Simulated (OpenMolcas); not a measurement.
# Multiconfigurational calculation on W⁺

Input:

```
&GATEWAY
Coord
1

W 0.0 0.0 0.0
Basis=ANO-R3
Group=XYZ
NoMove
AngMom=0.0 0.0 0.0
AMFI
&SEWARD
* reference wave functions (RASSCF and RASSI steps not shown): 5 electrons in 5 orbitals (5d)
>>> COPY JOB001 $Project.JobIph
&CASPT2
Multistate=1 1
Frozen=14 16
IPEA=0.5
Imaginary=0.1
MaxIter=60
WThr=0.0 0.3 0.05
PrWF=0.5
NoMix
>>> COPY JOB002 $Project.JobIph
&CASPT2
Multistate=24 1 2 3 4 5 6 7 8 9 10 11 12 13 14 15 16 17 18 19 20 21 22
23 24
Frozen=14 16
IPEA=0.5
Imaginary=0.1
MaxIter=60
WThr=0.0 0.3 0.05
PrWF=0.5
NoMix
>>> COPY JOB003 $Project.JobIph
&CASPT2
Multistate=67 1 2 3 4 5 6 7 8 9 10 11 12 13 14 15 16 17 18 19 20 21 22
23 24 25 26 27 28 29 30 31 32 33 34 35 36 37 38 39 40 41 42 43 44 45 46
47 48 49 50 51 52 53 54 55 56 57 58 59 60 61 62 63 64 65 66 67
Frozen=14 16
IPEA=0.5
Imaginary=0.1
MaxIter=60
WThr=0.0 0.3 0.05
PrWF=0.5
NoMix
```

Launched by
```bash
OMP_NUM_THREADS=1 MOLCAS_MEM=1689 MOLCAS_PROJECT=a pymolcas a.inp > a.log  # once for each step of the input, in one work folder
```

Output, cut to the results:

```
--- CASPT2 ---
Orbital specifications:
      -----------------------

      Symmetry species                           1   2
                                                ag  au
      Frozen orbitals                           14  16
      Inactive orbitals                          1   3
      Active orbitals                            5   0
      Secondary orbitals                        46  52
      Deleted orbitals                           0   0
      Number of basis functions                 66  71
Type of calculation                        SS-CASPT2
      Fock operator                              state-specific
      IPEA shift                                 0.50
      Real shift                                 0.00
      Imaginary shift                            0.10
      The input orbitals will be transformed to quasi-canonical
Reference energy:      -16138.1633116586
      E2 (Non-variational):      -0.3256801950
      Shift correction:          -0.0001695039
      E2 (Variational):          -0.3258496989
      Total energy:          -16138.4891613575
      Residual norm:              0.0000009958
      Reference weight:           0.94200
      Contributions to the CASPT2 correlation energy
      Active & Virtual Only:         -0.0523402536
      One Inactive Excited:          -0.1539259222
      Two Inactive Excited:          -0.1194140191
::    CASPT2 Root  1     Total energy: -16138.48916136
--- CASPT2 ---
Orbital specifications:
      -----------------------

      Symmetry species                           1   2
                                                ag  au
      Frozen orbitals                           14  16
      Inactive orbitals                          1   3
      Active orbitals                            5   0
      Secondary orbitals                        46  52
      Deleted orbitals                           0   0
      Number of basis functions                 66  71
Type of calculation                        MS-CASPT2
      Fock operator                              state-specific
      IPEA shift                                 0.50
      Real shift                                 0.00
      Imaginary shift                            0.10
      The input orbitals will be transformed to quasi-canonical
Reference energy:      -16138.0733652421
      E2 (Non-variational):      -0.3460022646
      Shift correction:          -0.0002928142
      E2 (Variational):          -0.3462950789
      Total energy:          -16138.4196603210
      Residual norm:              0.0000001393
      Reference weight:           0.93121
      Contributions to the CASPT2 correlation energy
      Active & Virtual Only:         -0.0713689467
      One Inactive Excited:          -0.1547271750
      Two Inactive Excited:          -0.1199061429
Reference energy:      -16138.0733652421
      E2 (Non-variational):      -0.3459484508
      Shift correction:          -0.0003445801
      E2 (Variational):          -0.3462930309
      Total energy:          -16138.4196582731
      Residual norm:              0.0000002044
      Reference weight:           0.93042
      Contributions to the CASPT2 correlation energy
      Active & Virtual Only:         -0.0713955478
      One Inactive Excited:          -0.1546512911
      Two Inactive Excited:          -0.1199016119
::    CASPT2 Root  1     Total energy: -16138.41966032
::    CASPT2 Root  2     Total energy: -16138.41965827
::    CASPT2 Root  3     Total energy: -16138.41966216
::    CASPT2 Root  4     Total energy: -16138.41955737
::    CASPT2 Root  5     Total energy: -16138.41953717
::    CASPT2 Root  6     Total energy: -16138.41998268
::    CASPT2 Root  7     Total energy: -16138.41955942
::    CASPT2 Root  8     Total energy: -16138.41970453
::    CASPT2 Root  9     Total energy: -16138.41943774
::    CASPT2 Root 10     Total energy: -16138.41082994
::    CASPT2 Root 11     Total energy: -16138.41039109
::    CASPT2 Root 12     Total energy: -16138.41047256
::    CASPT2 Root 13     Total energy: -16138.41013382
::    CASPT2 Root 14     Total energy: -16138.41024984
::    CASPT2 Root 15     Total energy: -16138.40997811
::    CASPT2 Root 16     Total energy: -16138.41029975
::    CASPT2 Root 17     Total energy: -16138.40994250
::    CASPT2 Root 18     Total energy: -16138.37376995
::    CASPT2 Root 19     Total energy: -16138.37411458
::    CASPT2 Root 20     Total energy: -16138.37394933
::    CASPT2 Root 21     Total energy: -16138.37431698
::    CASPT2 Root 22     Total energy: -16138.37341011
::    CASPT2 Root 23     Total energy: -16138.37287424
::    CASPT2 Root 24     Total energy: -16138.37348167
::    MS-CASPT2 Root  1     Total energy: -16138.42168948
::    MS-CASPT2 Root  2     Total energy: -16138.42080754
::    MS-CASPT2 Root  3     Total energy: -16138.42017514
::    MS-CASPT2 Root  4     Total energy: -16138.42002186
::    MS-CASPT2 Root  5     Total energy: -16138.41943209
::    MS-CASPT2 Root  6     Total energy: -16138.41928082
--- CASPT2 ---
Orbital specifications:
      -----------------------

      Symmetry species                           1   2
                                                ag  au
      Frozen orbitals                           14  16
      Inactive orbitals                          1   3
      Active orbitals                            5   0
      Secondary orbitals                        46  52
      Deleted orbitals                           0   0
      Number of basis functions                 66  71
Type of calculation                        MS-CASPT2
      Fock operator                              state-specific
      IPEA shift                                 0.50
      Real shift                                 0.00
      Imaginary shift                            0.10
      The input orbitals will be transformed to quasi-canonical
Reference energy:      -16138.0348157996
      E2 (Non-variational):      -0.3504524367
      Shift correction:          -0.0002761177
...
```

Levels above the lowest, from the spin-orbit matrix with the single-state CASPT2 energies, averaged by term, on its diagonal:

```tsv
Configuration	Term	J	E (cm⁻¹)	Term weight %	Second
5d⁵	⁶S	5/2	0.0	92	8 ⁴P
5d⁵	⁴G	5/2	12890	32	20 ⁴D
5d⁵	⁴G	7/2	14910	73	12 ⁴D
5d⁵	⁴D	3/2	15080	49	45 ⁴P
5d⁵	⁴G	5/2	15310	49	24 ⁴D
5d⁵	⁴G	11/2	15520	90	8 ²H
5d⁵	⁴G	9/2	15830	93	4 ⁴F
5d⁵	⁴P	1/2	16690	59	39 ⁴D
5d⁵	⁴D	7/2	17950	77	19 ⁴G
5d⁵	⁴D	5/2	19850	42	25 ⁴P
5d⁵	⁴D	1/2	20030	61	37 ⁴P
5d⁵	⁴P	3/2	20900	48	44 ⁴D
5d⁵	²I	11/2	22700	80	14 ²H
5d⁵	⁴F	7/2	24250	40	22 ²F(1)
5d⁵	²I	13/2	24350	100	
5d⁵	²D(1)	3/2	24420	49	46 ⁴F
5d⁵	²D(1)	5/2	24560	22	19 ⁴P
5d⁵	⁴F	9/2	24860	49	38 ²G(1)
5d⁵	⁴F	5/2	26900	54	19 ²F(1)
5d⁵	²H	9/2	28350	54	34 ⁴F
5d⁵	²F(1)	7/2	28760	31	25 ²G(1)
5d⁵	⁴F	3/2	29580	50	44 ²D(1)
5d⁵	²F(2)	5/2	30190	63	13 ⁴F
5d⁵	²G(1)	7/2	30330	52	34 ²F(1)
```

Term energies are means over components that CASPT2 splits; among the terms shown or strongly mixed into the levels shown the widest spread is 1200 cm-1 (5d⁵ ²F(2)). Some high roots are left out of the spin-orbit mixing, which shifts the levels that they would mix with. Configurations with an s electron lie low in 5d ions of this charge, fall among these levels and mix in, so low-spin terms can stand far too high, up to twice their true height, and weights are not those of the real levels. The free ion's ground configuration, as NIST lists it, lies outside this active space, so the lowest level here need not be the ground level. The CASPT2 spread within a term exceeds the gap to the next term for 5d⁵ ²G(1) and 5d⁵ ²H, 5d⁵ ²H and 5d⁵ ²F(2), so the order of their levels is uncertain, and so are names and mixing where such terms share a J. Levels of configurations outside the active space are missing. The first state left out of the spin-orbit step lies near 62000 cm-1 above the lowest spin-free state of the reference (among the parities and spins computed), and the list stops at four fifths of that energy or lower. The table shows the lowest 24 of 33 levels.

The term weight is that of the spin-free term in the level, not the purity of its configuration. A number in round brackets counts repeated terms of one configuration in the order of the reference energies.
